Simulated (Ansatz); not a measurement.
Geometry optimisation, Ansatz, RKS CAM-B3LYP-D4/def2-SVP.

Input:

```yaml
crystal:
  periodic: [false, false, false]
  atoms:
    - { symbol: Al, position_ang: [0.0, 0.0, 0.0] }
    - { symbol: H, position_ang: [0.0, 0.0, 1.91] }
    - { symbol: O, position_ang: [1.5415, 0.0, -0.89] }
    - { symbol: H, position_ang: [1.8414, -0.9519, -1.0449] }
    - { symbol: Cl, position_ang: [-1.9312, 0.0, -1.115] }
    - { symbol: Si, position_ang: [-0.3277, 2.4647, 0.8261] }
    - { symbol: H, position_ang: [-1.6846, 2.906, 0.5168] }
    - { symbol: H, position_ang: [-0.1132, 2.5276, 2.2689] }
    - { symbol: H, position_ang: [0.6318, 3.3357, 0.1537] }
    - { symbol: H, position_ang: [-0.1282, 0.9643, 1.9763] }
basis:
  gaussian: { orbitals: def2-SVP }
hamiltonian:
  xc: cam_b3lyp
  dispersion: d4
relax:
  f_tol: 0.15
  max_steps: 25
  restrain:
    - { distance: [0, 5], at: 2.32, k: 30.0 }
    - { distance: [9, 1], at: 0.66, k: 30.0 }
    - { distance: [0, 1], at: 2.76, k: 30.0 }
    - { distance: [9, 5], at: 2.66, k: 30.0 }
output:
  orbitals: {}
```

Launched with:

```bash
$ ansatz run input.yaml --threads 4 --pin off --max-ram 5120MiB --backend cpu --events-out ev --progress --plain --runs-dir out
```

Problem. Where does it end, and by what steps?

Solution. The run converged. The restraints hold the end off the free minimum; the threshold counts their pulls, which the force column leaves out. Restrained pairs: Al1–Si6 (2.62 → 2.34 Å), H2–H10 (0.98 → 0.72 Å), Al1–H2 (1.91 → 2.76 Å), Si6–H10 (1.90 → 2.67 Å). After 7 steps the energy has fallen by 3.078 eV (the restraints' own energy left out); Al1 moved furthest, 0.66 Å.

```json
{"step": "0", "energy less start (eV)": "0.0000", "largest force component (eV/Å)": "3.843", "accepted": "yes"}
{"step": "1", "energy less start (eV)": "-1.2992", "largest force component (eV/Å)": "3.656", "accepted": "yes"}
{"step": "2", "energy less start (eV)": "-1.8877", "largest force component (eV/Å)": "4.027", "accepted": "yes"}
{"step": "3", "energy less start (eV)": "-2.5433", "largest force component (eV/Å)": "3.715", "accepted": "yes"}
{"step": "4", "energy less start (eV)": "-2.9379", "largest force component (eV/Å)": "2.487", "accepted": "yes"}
{"step": "5", "energy less start (eV)": "-3.0612", "largest force component (eV/Å)": "1.397", "accepted": "yes"}
{"step": "6", "energy less start (eV)": "-3.0745", "largest force component (eV/Å)": "1.233", "accepted": "yes"}
{"step": "7", "energy less start (eV)": "-3.0782", "largest force component (eV/Å)": "1.832", "accepted": "yes"}
```

```xyz
10
Properties=species:S:1:pos:R:3
Al -0.073 0.546 -0.354
H -0.159 -0.289 2.275
O 1.474 -0.051 -0.683
H 1.701 -0.869 -1.126
Cl -1.727 -0.594 -1.009
Si -0.277 2.650 0.661
H -1.655 3.209 0.539
H 0.041 2.582 2.116
H 0.656 3.647 0.061
H -0.151 0.415 2.124
```

Time of the run: 13 s on 4 threads of Arm Neoverse V2, with other jobs on the host, peak memory 0.26 GiB.
